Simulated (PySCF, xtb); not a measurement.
1,1-dimethylcyclopropane (C₅H₁₀), SMILES CC1(C)CC1.

Harmonic wavenumbers (cm⁻¹) from xtb with GFN2-xTB at its own minimum, in rising order: 159, 191, 319, 352, 363, 395, 748, 803, 898, 919, 938, 981, 997, 1044, 1061, 1068, 1131, 1147, 1149, 1299, 1393, 1410, 1423, 1442, 1490, 1494, 1495, 1502, 1514, 3008, 3011, 3016, 3022, 3040, 3041, 3085, 3086, 3087, 3104.

### Question
What does PBE0-D3(BJ)/def2-SVP run with PySCF 2.14.0 give at its own minimum? (Estimate from the structure and the level; the computed values follow.)

### Answer
221, 247, 331, 356, 366, 396, 715, 784, 883, 885, 953, 967, 973, 1039, 1050, 1069, 1107, 1154, 1172, 1322, 1358, 1407, 1408, 1432, 1449, 1464, 1469, 1474, 1519, 3040, 3043, 3127, 3129, 3140, 3144, 3146, 3148, 3233, 3242. Paired by order, the mean absolute difference is 38 cm⁻¹ and the zero-point energies are 85.2 and 86.3 kcal/mol.
